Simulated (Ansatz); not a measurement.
Molecule: Bi2 (charge 0, singlet). 
Coordinates optimised at B3LYP-D3(BJ)/def2-TZVP (Ansatz, a quantum-chemistry and plane-wave program):
```
Bi
Bi 1 2.6389
```

Property: vertical electron affinity (to the doublet state of charge -1; a negative value means that the extra electron is unbound and the number depends on the basis; each state is the SCF solution reached for its spin; the UHF <S^2> is 1.45 for the doublet (pure: 0.75); for the doublet T1 is 0.087; for the singlet the Hartree-Fock reference is unstable and T1 is 0.020), in eV. Valence correlation only, unless marked. Open shells are spin-unrestricted. Spin-orbit coupling is left out. The frozen core is the preceding noble-gas configuration, with the filled d and f shells of earlier blocks. Past Kr the def2 sets carry scalar-relativistic core potentials. Anions need diffuse functions: def2-D sets add few. Basis-set limits of correlation are two-point, X^-3; Hartree-Fock from the larger set.

```csv
level,program,vertical electron affinity (eV)
SVWN5/def2-TZVPD,Ansatz,1.12
PBE/def2-TZVPD,Ansatz,0.96
r2SCAN/def2-TZVPD,Ansatz,1.12
B3LYP/def2-TZVPD,Ansatz,1.08
PBE0/def2-TZVPD,Ansatz,1.10
BHLYP/def2-TZVPD,Ansatz,1.10
CAM-B3LYP/def2-TZVPD,Ansatz,1.19
wB97M-V/def2-TZVPD,Ansatz,1.22
wB97X-V/def2-TZVPD,Ansatz,1.17
wB97X/def2-TZVPD,Ansatz,1.18
CCSD/def2-SVPD,Ansatz,0.48
CCSD/def2-TZVPPD,Ansatz,0.81
CCSD/def2-QZVPPD,Ansatz,0.90
"CCSD/CBS(def2-TZVPPD,def2-QZVPPD)",Ansatz,0.94
CCSD(T)/def2-SVPD,Ansatz,0.41
CCSD(T)/def2-TZVPPD,Ansatz,0.74
CCSD(T)/def2-QZVPPD,Ansatz,0.84
"CCSD(T)/CBS(def2-TZVPPD,def2-QZVPPD)",Ansatz,0.89
```
